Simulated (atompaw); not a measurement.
## PBE PAW (atompaw) dataset for Lu, scalar-relativistic all-electron reference.

The input file (atompaw 4.2.0.5):

```
Lu 71
GGA-PBE scalarrelativistic loggrid 2001 logderivrange -5 5 251
6 6 5 4 0 0
6 0 1
6 1 0
5 2 1
0 0 0
c
c
c
c
c
v
c
c
c
v
v
c
c
v
v
3
2.95 2.60 2.75 2.70
y
1.35
n
n
y
0.55
n
y
0.65
n
custom polynom vanderbiltortho sinc
4 -0.5 troulliermartins
2.95
2.95
2.00
1.95
2.10
2.95
1.35
1.35
PWSCFOUT
UPFDX 0.0125d0 UPFXMIN -7.d0 UPFZMESH 71.d0
END
```

Command:

```bash
atompaw < Lu.input > Lu.log
```

Output (summary file):

```
Completed calculations for Lu (AE)

 Exchange-correlation type: GGA, Perdew-Burke-Ernzerhof

 Radial integration grid is logarithmic
 r0 =   9.6007809E-05 h =   6.8165544E-03   n =      2001 rmax =   8.0000000E+01

 Scalar relativistic calculation

 AEatom converged in  40 iterations
   nz     =  71.00
   delta  =       8.920843718530E-15

 All Electron Orbital energies:
  n  l      occupancy      energy
  1  0      2.0000000E+00 -4.6490329E+03
  2  0      2.0000000E+00 -7.9177804E+02
  3  0      2.0000000E+00 -1.7981639E+02
  4  0      2.0000000E+00 -3.6191891E+01
  5  0      2.0000000E+00 -4.9812320E+00
  6  0      1.0000000E+00 -7.5045954E-01
  2  1      6.0000000E+00 -6.9654842E+02
  3  1      6.0000000E+00 -1.5124436E+02
  4  1      6.0000000E+00 -2.6818732E+01
  5  1      6.0000000E+00 -2.8206308E+00
  6  1      0.0000000E+00 -4.4222078E-01
  3  2      1.0000000E+01 -1.1696835E+02
  4  2      1.0000000E+01 -1.4598532E+01
  5  2      1.0000000E+00 -5.7841289E-01
  4  3      1.4000000E+01 -1.2002025E+00

 Total energy
   Total                    :   -29126.14758076732323

 ---
 Completed calculations for Lu (SC)

 Exchange-correlation type: GGA, Perdew-Burke-Ernzerhof

 Radial integration grid is logarithmic
 r0 =   9.6007809E-05 h =   6.8165544E-03   n =      2001 rmax =   8.0000000E+01

 Scalar relativistic calculation

 SCatom converged in   4 iterations
   nz     =  71.00
   delta  =       2.674333496346E-17

 Valence Electron Orbital energies:
  n  l      occupancy      energy
   6  0      1.0000000E+00 -7.5045954E-01
   5  1      6.0000000E+00 -2.8206308E+00
   6  1      0.0000000E+00 -4.4222078E-01
   5  2      1.0000000E+00 -5.7841289E-01
   4  3      1.4000000E+01 -1.2002025E+00

 Total energy
   Total                    :   -29126.14758075477221
   Valence                  :    -1001.00741850999043

 PAW parameters:
       lmax =            3
         rc =    2.9528859417538422
        irc =         1517
   rc_shape =    2.6119073851677617
    rc_vloc =    2.7583016320216522
    rc_core =    2.7024661829252286
   Vloc: Norm-conserving Troullier-Martins with l= 4;e=  -5.0000E-01
   Projector type: polynomial pseudization + Vanderbilt ortho.
   Sinc^2 compensation charge shape zeroed at   2.6119E+00

 Number of basis functions     8
 No.   n  nodes  l      Energy         Cp coeff         Occ
  1    6    5    0   -0.7504595E+00  0.2899852E+02  0.1000000E+01
  2  999    6    0    0.1350000E+01  0.2034343E-01  0.0000000E+00
  3    5    3    1   -0.2820631E+01  0.9471469E+01  0.6000000E+01
  4    6    4    1   -0.4422208E+00  0.1861817E+03  0.0000000E+00
  5    5    2    2   -0.5784129E+00  0.1298954E+02  0.1000000E+01
  6  999    3    2    0.5500000E+00  0.2518993E+01  0.0000000E+00
  7    4    0    3   -0.1200202E+01  0.8195323E+01  0.1400000E+02
  8  999    1    3    0.6500000E+00  0.4889748E+03  0.0000000E+00

 Eigenvalues of overlap operator (in the basis of projectors):
    1        5.39003988E-04
    2        4.72316219E-01
    3        1.31650585E+00
    4        4.97424480E+00
    5        4.93052999E+01
    6        1.28744565E+02
    7        2.28465998E+03
    8        7.87134603E+05

 Orbital leakage outside PAW augmentation regions
   orb  is_core?  %out_of_sphere
   1 0    T           0.00
   2 0    T           0.00
   3 0    T           0.00
   4 0    T           0.00
   5 0    T           0.09
   6 0    F          60.69
   2 1    T           0.00
   3 1    T           0.00
   4 1    T           0.00
   5 1    F           0.87
   6 1    F          85.17
   3 2    T           0.00
   4 2    T           0.00
   5 2    F          28.68
   4 3    F           0.19

 Summary of PAW energies
   Total valence energy     :  -1001.00741812936030
   Smooth energy            :     56.13616374564936
   One center               :  -1057.14358187500966
   Smooth kinetic           :     77.32573124267677
   Vloc energy              :    -11.15001980744052
   Smooth exch-corr         :    -13.03870641901857
   One-center xc            :   -586.93539734608828
```

Note: ghost state, extra bound levels that the all-electron valence spectrum of the same l lacks: s at -183.0 eV. A true bound ghost makes a file unfit for plane-wave use.

The run took about 14 s on one core of a shared server CPU.
